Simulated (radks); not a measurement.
All-electron atom: Sr IV in [Ar] 3d9.75 4s2 4p5 4f0.25 (fractional occupations, a model configuration). All-electron calculation, Dirac Kohn-Sham, BLYP, spin-unpolarised, spherical densities, finite nucleus; open shells fill j = l - 1/2 first; Fermi nuclear charge, rms radius 4.224 fm. Program: a radial shooting solver on a logarithmic mesh with Libxc functionals.

Normalised radial functions P(r) = r R(r) (large component), r in bohr:

```
   r/bohr * 4d3/2 (the largest magnitude, 0.744, reaches the edge; | marks zero)
 0.002761                             *
 0.003189                             *
 0.003712                             *
 0.004287                             *
 0.004991                             *
 0.005764                             *
 0.006657                             *
 0.007749                             *
  0.00895                             *
  0.01042                             *
  0.01203                             *
   0.0139                             *
  0.01618                             *
  0.01868                             *
  0.02175                             *
  0.02512                             *
  0.02901                             *
  0.03377                             *
    0.039                             *
   0.0454                             |*
  0.05244                             |*
  0.06056                             |*
   0.0705                             | *
  0.08142                             | *
  0.09478                             |  *
   0.1095                             |   *
   0.1264                             |    *
   0.1472                             |      *
     0.17                             |       *
   0.1963                             |         *
   0.2285                             |          *
   0.2639                             |           *
   0.3072                             |           *
   0.3548                             |           *
   0.4098                             |          *
    0.477                             |       *
   0.5509                             |   *
   0.6414                             *
   0.7407                       *     |
   0.8554                  *          |
   0.9959            *                |
     1.15        *                    |
    1.339    *                        |
    1.546  *                          |
    1.786  *                          |
    2.079    *                        |
    2.401       *                     |
    2.795           *                 |
    3.228                *            |
    3.728                    *        |
     4.34                        *    |
    5.012                          *  |
    5.835                            *|
    6.739                            *|
    7.782                             *
     9.06                             *
    10.46                             *
    12.18                             *
    14.07                             *
```

4d3/2 (empty): eigenvalue -26.294 eV, 1 radial node at r = 0.635 bohr, <r> = 2.03 bohr, 90 % of the charge inside 3.12 bohr.
